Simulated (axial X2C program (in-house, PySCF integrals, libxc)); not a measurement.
# Nuclear properties of BaS⁺

Calculated with an in-house all-electron X2C program for linear molecules (integrals from PySCF): two-component X2C with atomic mean-field Coulomb and Gaunt terms, Gaussian nuclei, basis Ba dyall-cv3z, S dyall-av3z with contracted cores.

R = 2.716 Å (near the PBE0 minimum at charge 1 of the determinant lowest at the starting distance; the state shown can have its own minimum elsewhere).

Determinant lowest in the PBE0 search, Ω = 3/2 (⟨Sz⟩ = 0.50, ⟨Lz⟩ = 1.00 at PBE0), spin on the atoms Ba 0.00, S 0.50:

| level | Eeff magnitude (GV/cm) | Ws magnitude Ba (kHz) | A∥/gI Ba (MHz) | qzz Ba (a.u.) | A∥/gI S (MHz) | qzz S (a.u.) |
| --- | --- | --- | --- | --- | --- | --- |
| PBE0 | 0.102 | 0.0323 | 4.16 | -1.60 | 198 | -1.72 |
| HF | 0.218 | 0.0948 | -2.1 | -1.50 | 197 | -1.87 |
| TPSSh | 0.108 | 0.0359 | 8.19 | -1.62 | 206 | -1.77 |
| r2SCAN | 0.0281 | 0.000472 | 10 | -1.62 | 212 | -1.77 |
| B3LYP | 0.0961 | 0.027 | 1.87 | -1.73 | 207 | -1.80 |

Determinant 0.05 eV from it at PBE0 and this distance, Ω = 1/2 (⟨Sz⟩ = -0.50, ⟨Lz⟩ = 1.00 at PBE0), spin on the atoms Ba 0.00, S -0.50:

| level | Eeff magnitude (GV/cm) | Ws magnitude Ba (kHz) | A∥/gI Ba (MHz) | qzz Ba (a.u.) | A∥/gI S (MHz) | qzz S (a.u.) |
| --- | --- | --- | --- | --- | --- | --- |
| PBE0 | 0.15 | 0.178 | 103 | -1.60 | 1040 | -1.74 |
| HF | 1.62 | 2.4 | 220 | -1.40 | 623 | -1.12 |
| TPSSh | 0.137 | 0.161 | 97 | -1.63 | 996 | -1.78 |
| r2SCAN | 0.0578 | 0.0517 | 97.7 | -1.63 | 956 | -1.79 |
| B3LYP | 0.147 | 0.167 | 114 | -1.74 | 1040 | -1.82 |

Eeff is the effective electric field on the electron electric dipole moment in this Ω state and Ws the scalar–pseudoscalar constant of the nucleus named (defined with the proton number Z and per Ω); A∥ (defined per Ω) follows by multiplying with gI = μI/(I μN); qzz is the electric field gradient, eQq0 = 234.96 MHz × Q/barn × qzz. The operators were transformed with the bare-nucleus X2C matrices; with these basis sets, hyperfine constants and field gradients can be off by tens of per cent, and where levels differ in sign neither size nor sign is settled.

With Q(137Ba) = 0.236 barn, gI(33S) = 0.4292, Q(33S) = -0.0694 barn (g factors from the IAEA table of nuclear moments by Stone; Q from Pyykkö, Mol. Phys. 2018), turn the PBE0 values of the first state into constants in MHz.

eQq0(137Ba) = 234.96 × (0.236) × (-1.60) = -88.7 MHz; A∥(33S) = 198 × 0.4292 = 85 MHz; eQq0(33S) = 234.96 × (-0.0694) × (-1.72) = 28 MHz.

Each state is one determinant with collinear spin. Unrestricted Hartree–Fock can overshoot spin polarisation at the nuclei. Where Eeff spreads by more than a factor of two the levels disagree and none is to be relied on. The search compared states at one distance, so a state with another bond length can lie lower. Where a field gradient or hyperfine factor spreads by more than a factor of two over the levels, a constant derived from it is not to be relied on. PBE0 term energies can be off by some tenths of an eV.
